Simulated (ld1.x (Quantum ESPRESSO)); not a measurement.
# Ranking ultrasoft potentials for Si

All share these settings but for the change named:

```
Element                 : Si (Z = 14)
Generator               : ld1.x (Quantum ESPRESSO) 7.5
Type                    : ultrasoft
Functional              : LDA (PZ)
Relativity              : scalar-relativistic
Frozen core             : [Ne]
Valence charge          : 4
Reference configuration : 3s2 3p0 (charge +2)
Partial waves           : 3s (bound): rcut 1.50, rcutus 1.70 bohr; 3s channel at 2.35 Ry: rcut 1.50, rcutus 1.70 bohr; 3p (bound, empty): rcut 1.25, rcutus 1.60 bohr; 3p channel at 0.05 Ry: rcut 1.25, rcutus 1.60 bohr
Local potential         : all-electron potential smoothed inside 1.55 bohr (lloc = -1)
Core correction         : Bessel-smoothed model core inside 1.50 bohr
Augmentation charge     : PSQ, inside the norm-conserving radii
```

Test errors are all-electron minus pseudo excitation energies from the reference, over 3s2 3p2; 3s2 3p1; 3s1 3p0; 3s2 3p2.3; 3s1 3p2; 3s1 3p3; 3s2 3p1.5. None of these files shows a bound ghost.

The base gives 7.1 meV.

Of 6 variants that were run, those that failed, showed a ghost or another fault, or gave nearly equal values are left out.

A variant can come out equal or close to the base, since the largest error may sit in a test that the change hardly touches while other tests move.

(1) Rank these variants by their largest absolute test error, smallest first.
A. local potential all-electron potential smoothed inside 1.45 bohr (lloc = -1)
B. core correction Bessel-smoothed model core inside 1.16 bohr
C. augmentation PSQ, radius 1.15 bohr

Answers

(1) A (7.1 meV), C (11.4 meV), B (13.4 meV).
